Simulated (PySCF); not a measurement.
The PySCF input:
```python
from pyscf import gto, scf, dft

mol = gto.Mole()
mol.atom = '''
    B     0.112563    0.061397    0.216062
    C     1.292336    0.216356   -0.793613
    C     1.144776   -0.116082   -2.269075
    H     2.115116   -0.391168   -0.393112
    H     1.606076    1.265979   -0.711798
    H     0.398337    0.519902   -2.741002
    H     0.881726   -1.162402   -2.407018
    H     2.081634    0.052937   -2.800175
    C    -1.374947   -0.141280   -0.404377
    C    -1.980926    1.209205   -0.715094
    H    -1.997227   -0.677674    0.310787
    H    -1.262843   -0.726814   -1.318822
    H    -1.386732    1.777781   -1.426656
    H    -2.144149    1.803737    0.180600
    H    -2.960596    1.040313   -1.172333
    C     0.193145    0.075711    1.778968
    C     0.659726   -1.272252    2.334351
    H    -0.732244    0.347171    2.289729
    H     0.927289    0.842645    2.060386
    H     1.605813   -1.579961    1.897676
    H    -0.073761   -2.055504    2.149866
    H     0.774085   -1.193867    3.414610
'''
mol.basis = '6-31g'
mol.charge = 1
mol.spin = 1
mol.verbose = 4
mol.build()

mf = dft.UKS(mol)
mf.xc = 'pbe0'
mf = mf.density_fit(auxbasis='def2-universal-jkfit')
mf.kernel()
```

Q: Estimate the Mulliken (on the basis functions themselves) charges in atom order that DF-PBE0/6-31G (PySCF) returns for this input.

A: B1 0.69, C2 -0.58, C3 -0.51, H4 0.26, H5 0.26, H6 0.20, H7 0.21, H8 0.23, C9 -0.52, C10 -0.55, H11 0.26, H12 0.26, H13 0.23, H14 0.23, H15 0.27, C16 -0.58, C17 -0.53, H18 0.24, H19 0.26, H20 0.21, H21 0.22, H22 0.25

Q: What total energy does DF-PBE0/6-31G give?

A: -261.7976 Eh

Q: What HOMO energy does DF-PBE0/6-31G give?

A: -13.37 eV

These values belong to the state on which the SCF converged, which isn't shown to be the lowest.

Q: Roughly what does it cost on one core?

A: around 17 core-seconds (rough).
